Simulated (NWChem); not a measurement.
System: C2H7BeNO; SMILES C[N](C)[Be][OH]

Here is an NWChem input.

```
start job
memory heap 200 mb stack 900 mb global 1100 mb
geometry units angstroms noautoz
  Be     0.114186    -0.000000    -1.071310
  O      0.186700     0.000000    -2.502999
  H     -0.546898     0.000000    -3.133636
  N      0.055693    -0.000000     0.439076
  C      0.004061     1.208749     1.236759
  C      0.004061    -1.208749     1.236760
  H     -0.933732     1.275668     1.842899
  H      0.855576     1.274625     1.958546
  H      0.047141     2.112162     0.593399
  H      0.855575    -1.274625     1.958546
  H     -0.933732    -1.275667     1.842899
  H      0.047141    -2.112162     0.593400
end
basis spherical
  Be library 6-31g*
  O library 6-31g*
  H library 6-31g*
  N library 6-31g*
  C library 6-31g*
end
dft
  xc xpbe96 cpbe96
  iterations 150
  mulliken
end
task dft energy
```

NWChem printed, in part:

```
             Northwest Computational Chemistry Package (NWChem) 7.3.0
             --------------------------------------------------------

 CS  symmetry detected

                             Geometry "geometry" -> ""
                             -------------------------

 Output coordinates in angstroms (scale by  1.889725989 to convert to a.u.)

  No.       Tag          Charge          X              Y              Z
 ---- ---------------- ---------- -------------- -------------- --------------
    1 Be                   4.0000     0.03076320    -1.05357946     0.00000000
    2 O                    8.0000     0.05349932    -2.48692336     0.00000000
    3 H                    1.0000    -0.70156303    -3.09169596     0.00000000
    4 N                    7.0000     0.02477340     0.45792688     0.00000000
    5 C                    6.0000     0.00088254     1.25692254     1.20874900
    6 C                    6.0000     0.00088254     1.25692254    -1.20874900
    7 H                    1.0000    -0.91528834     1.89527332     1.27566750
    8 H                    1.0000     0.87695658     1.94869343     1.27462500
    9 H                    1.0000     0.02158746     0.61245432     2.11216200
   10 H                    1.0000     0.87695658     1.94869343    -1.27462500
   11 H                    1.0000    -0.91528834     1.89527332    -1.27566750
   12 H                    1.0000     0.02158746     0.61245432    -2.11216200

 Effective nuclear repulsion energy (a.u.)     148.5249442097

      Symmetry information
      --------------------

 Group name             Cs
 Group number              2
 Group order               2
 No. of unique centers     8

  pbe96 is a nonlocal functional; adding pw91lda local functional.

                                 NWChem DFT Module
                                 -----------------

 Summary of "ao basis" -> "ao basis" (spherical)
 ------------------------------------------------------------------------------
       Tag                 Description            Shells   Functions and Types
 ---------------- ------------------------------  ------  ---------------------
 Be                          6-31g*                  6       14   3s2p1d
 O                           6-31g*                  6       14   3s2p1d
 H                           6-31g*                  2        2   2s
 N                           6-31g*                  6       14   3s2p1d
 C                           6-31g*                  6       14   3s2p1d

      Symmetry analysis of basis
      --------------------------

        a'         52
        a"         32

            General Information
            -------------------
          SCF calculation type: DFT
          Wavefunction type:  closed shell.
          No. of atoms     :    12
          No. of electrons :    38
           Alpha electrons :    19
            Beta electrons :    19
          Charge           :     0
          Spin multiplicity:     1
          Use of symmetry is: on ; symmetry adaption is: on
          Maximum number of iterations: 150
          AO basis - number of functions:    84
                     number of shells:    44
          Convergence on energy requested:  1.00D-06
          Convergence on density requested:  1.00D-05
          Convergence on gradient requested:  5.00D-04

              XC Information
              --------------
          PerdewBurkeErnzerhof Exchange Functional  1.000
            Perdew 1991 LDA Correlation Functional  1.000 local
           PerdewBurkeErnz. Correlation Functional  1.000 non-local

             Grid Information
             ----------------
          Grid used for XC integration:  medium
          Radial quadrature: Mura-Knowles
          Angular quadrature: Lebedev.
          Tag              B.-S. Rad. Rad. Pts. Rad. Cut. Ang. Pts.
          ---              ---------- --------- --------- ---------
          Be                  1.05       49           9.0       434
          O                   0.60       49          11.0       434
          H                   0.35       45          12.0       434
          N                   0.65       49          10.0       434
          C                   0.70       49          11.0       434
          Grid pruning is: on
          Number of quadrature shells:   376
          Spatial weights used:  Erf1

      Superposition of Atomic Density Guess
      -------------------------------------

 Sum of atomic energies:        -222.42299058

      Non-variational initial energy
      ------------------------------

 Total energy =    -224.828230
 1-e energy   =    -594.507253
 2-e energy   =     221.154080
 HOMO         =      -0.259369
 LUMO         =      -0.002406

      Symmetry analysis of molecular orbitals - initial
      -------------------------------------------------

  Numbering of irreducible representations:

     1 a'          2 a"

  Orbital symmetries:

     1 a'          2 a'          3 a'          4 a"          5 a'
     6 a'          7 a'          8 a"          9 a'         10 a'
    11 a'         12 a'         13 a"         14 a'         15 a"
    16 a"         17 a"         18 a'         19 a'         20 a'
    21 a"         22 a'         23 a'         24 a'         25 a'
    26 a"         27 a'         28 a"         29 a"

     ---------------------------------------------
      Total Density - Mulliken Population Analysis
     ---------------------------------------------

    Atom       Charge   Shell Charges
 -----------   ------   -------------------------------------------------------
    1 Be   4     3.33   2.00  0.40  0.58  0.20  0.04  0.10
    2 O    8     8.98   2.00  0.93  3.22  0.85  1.97  0.01
    3 H    1     0.44   0.35  0.10
    4 N    7     7.63   2.00  0.80  2.59  0.71  1.50  0.02
    5 C    6     6.41   2.00  0.70  1.91  0.65  1.11  0.05
    6 C    6     6.41   2.00  0.70  1.91  0.65  1.11  0.05
    7 H    1     0.81   0.47  0.34
    8 H    1     0.81   0.47  0.34
    9 H    1     0.78   0.47  0.32
   10 H    1     0.81   0.47  0.34
   11 H    1     0.81   0.47  0.34
   12 H    1     0.78   0.47  0.32

   convergence    iter        energy       DeltaE   RMS-Dens  Diis-err
 ---------------- ----- ----------------- --------- --------- ---------
 d= 0,ls=0.0,diis     1   -224.8138115441 -3.73D+02  1.76D-02  8.91D-01
 d= 0,ls=0.0,diis     2   -224.6065462584  2.07D-01  1.09D-02  3.01D+00
 d= 0,ls=0.0,diis     3   -224.9078945957 -3.01D-01  2.72D-03  9.10D-02
 d= 0,ls=0.0,diis     4   -224.9123564977 -4.46D-03  1.57D-03  4.80D-02
 d= 0,ls=0.0,diis     5   -224.9173191141 -4.96D-03  3.32D-04  1.06D-03
  Resetting Diis
 d= 0,ls=0.0,diis     6   -224.9174221196 -1.03D-04  1.20D-04  1.94D-04
 d= 0,ls=0.0,diis     7   -224.9174476343 -2.55D-05  3.95D-05  5.87D-06
 d= 0,ls=0.0,diis     8   -224.9174469182  7.16D-07  2.46D-05  1.23D-05
 d= 0,ls=0.0,diis     9   -224.9174482710 -1.35D-06  4.44D-06  4.92D-07
 d= 0,ls=0.0,diis    10   -224.9174483169 -4.60D-08  1.49D-06  4.53D-08

         Total DFT energy =     -224.917448316931
      One electron energy =     -599.587927358387
           Coulomb energy =      257.758412526144
    Exchange-Corr. energy =      -31.612877694390
 Nuclear repulsion energy =      148.524944209702

 Numeric. integr. density =       38.000007823712

                  Occupations of the irreducible representations
                  ----------------------------------------------

                     irrep           alpha         beta
                     --------     --------     --------
                     a'               13.0         13.0
                     a"                6.0          6.0

                       DFT Final Molecular Orbital Analysis
                       ------------------------------------

 Vector   17  Occ=2.000000D+00  E=-2.696210D-01  Symmetry=a'
              MO Center=  5.4D-02, -2.4D+00,  1.9D-16, r^2= 9.3D-01
   Bfn.  Coefficient  Atom+Function         Bfn.  Coefficient  Atom+Function
  ----- ------------  ---------------      ----- ------------  ---------------
    17      0.459098   2 O  px               18     -0.372868   2 O  py
    21      0.318696   2 O  px               22     -0.248695   2 O  py
    20      0.189897   2 O  s                 4      0.148111   1 Be py
     3      0.109439   1 Be px               16      0.091400   2 O  s
     7      0.082209   1 Be px                1      0.072955   1 Be s

 Vector   18  Occ=2.000000D+00  E=-2.525687D-01  Symmetry=a"
              MO Center=  3.9D-02, -2.4D+00, -3.8D-16, r^2= 9.0D-01
   Bfn.  Coefficient  Atom+Function         Bfn.  Coefficient  Atom+Function
  ----- ------------  ---------------      ----- ------------  ---------------
    19      0.604499   2 O  pz               23      0.438747   2 O  pz
     5      0.131215   1 Be pz                9      0.117016   1 Be pz
    48      0.027368   5 C  py               62     -0.027368   6 C  py
    52      0.026217   5 C  py               66     -0.026217   6 C  py
    11     -0.025101   1 Be d -1

 Vector   19  Occ=2.000000D+00  E=-1.670022D-01  Symmetry=a'
              MO Center=  2.6D-02,  6.0D-01,  7.8D-17, r^2= 2.3D+00
   Bfn.  Coefficient  Atom+Function         Bfn.  Coefficient  Atom+Function
  ----- ------------  ---------------      ----- ------------  ---------------
    33      0.520561   4 N  px               37      0.412597   4 N  px
    76     -0.193525   8 H  s                80     -0.193525  10 H  s
    74      0.191903   7 H  s                82      0.191903  11 H  s
     3      0.152853   1 Be px               73      0.113689   7 H  s
    81      0.113689  11 H  s                75     -0.112552   8 H  s

[...]
```

Level: PBE/6-31G* (spherical d). Structure relaxed at the PBE-D3(BJ)/def2-SVP level.
